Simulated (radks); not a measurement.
Charge is removed step by step from the 3p1/2 level of Si, starting from [Ne] 3s2 3p(1/2: 2, 3/2: 0). Calculated with a radial shooting solver on a logarithmic mesh with Libxc functionals: Dirac Kohn-Sham, PBE, spin-unpolarised, spherical densities, finite nucleus; Fermi nuclear charge, rms radius 3.1224 fm.

\begin{tabular}{lrrr}
removed (e) & E - E(0) (eV) & eigenvalue (eV) & E minus straight line (eV) \\ \hline
0 & 0.000 & -4.090 & 0.000 \\
0.25 & 1.238 & -5.837 & -0.700 \\
0.5 & 2.927 & -7.691 & -0.950 \\
0.75 & 5.092 & -9.640 & -0.724 \\
1 & 7.755 & -11.676 & 0.000 \\
\end{tabular}

Removing the whole electron costs 7.755 eV by Delta-SCF, against 4.090 eV from minus the eigenvalue at the starting occupation. Slater's transition state (half an electron removed) gives 7.691 eV. Integrating minus the eigenvalue over the occupation (Janak's theorem) gives 7.755 eV. The mean slope of the eigenvalue, de/dn, is 7.59 eV per electron. Ionisation energy of Si in the NIST Atomic Spectra Database: 8.152 eV (measured).

Beside tabulated values, note that spin-unpolarised runs miss the spin-polarisation part of the exchange energy of open shells.
